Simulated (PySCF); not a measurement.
## Ir⁺: ionisation energy

Ir⁺ [Xe] 4f14 5d7 6s1 [5d3/2^4 5d5/2^3 6s1/2^1, M_J = 5] → Ir²⁺ [Xe] 4f14 5d7 [5d3/2^4 5d5/2^3, M_J = 9/2], as a difference of total energies. Computed with PySCF 2.14 in x2c-TZVPall-2c, with the two-component X2C-1e Hamiltonian. Correlated levels: [Kr] 4d10 4f14 frozen; the 34 highest virtual spinors dropped. "Screened" scales the spin-orbit matrix elements by Boettger's factors to mimic the two-electron term; Breit and QED terms are absent.

| method | ionisation energy (eV) |
| --- | --- |
| GHF (spin-free) | 16.373 |
| GMP2 (spin-free) | 17.562 |
| GHF (screened spin-orbit) | 16.301 |
| GMP2 (screened spin-orbit) | 17.492 |

Task: How much does correlation contribute at GMP2 (screened spin-orbit)?

Result: 17.492 − (16.301) = 1.191 eV, measured against GHF (screened spin-orbit).

The spin-free rows relax to the high-spin LS determinant and lack the spin-orbit shift.

Errors of the correlated levels include the incompleteness of this basis and the frozen core.

The labels give the starting determinants; with spin-orbit coupling the two ends relaxed to ⟨J²⟩ = 30.01, ⟨L²⟩ = 12.79, ⟨S²⟩ = 5.84 and ⟨J²⟩ = 24.77, ⟨L²⟩ = 13.11, ⟨S²⟩ = 3.59.

For comparison: 17 ± 0.3 eV (semi-empirical (NIST evaluation); NIST Atomic Spectra Database, ionization energies).
